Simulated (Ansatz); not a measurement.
System: CHNO, charge 0, triplet. This triplet is an excited state, 3.8 eV above the singlet at CCSD(T)/cc-pV5Z (Ansatz, an electronic-structure program). CHNO (parent SMILES C(=N)=O, triplet).
B3LYP-D3(BJ)/def2-TZVP minimum from Ansatz:
```xyz
4

N     -1.1108     0.2803     0.0806
C      0.0720    -0.4387     0.0033
O      1.1241     0.0896    -0.1842
H     -1.6493    -0.0469     0.8900
```
Charge 0, spin multiplicity 3.

Total energies in cc-pVTZ, 16 correlated electrons, 3 frozen orbitals. Open shells are spin-unrestricted; no spin-orbit coupling. Correlated methods leave the cores frozen. No relativity. The UHF reference of CHNO (parent SMILES N=C=O, triplet) is spin-contaminated (<S^2> up to 0.06 over the pure value in the sets run). The spin of CHNO (parent SMILES N=C=O, triplet) was assumed, and the state is the lowest solution found for it.

```tsv
method	program	energy (Eh)	minus CCSDT(Q) (mEh)
HF	Ansatz	-167.72681	571.33
MP2	Ansatz	-168.25198	46.16
CCSD	Ansatz	-168.27016	27.98
CCSD(T)	Ansatz	-168.29531	2.83
CCSDT(Q)	Ansatz	-168.29814	0.00
```

Rough core times of Ansatz's runs on a shared machine: CCSD(T) under 20 s, CCSDT(Q) 80 min.
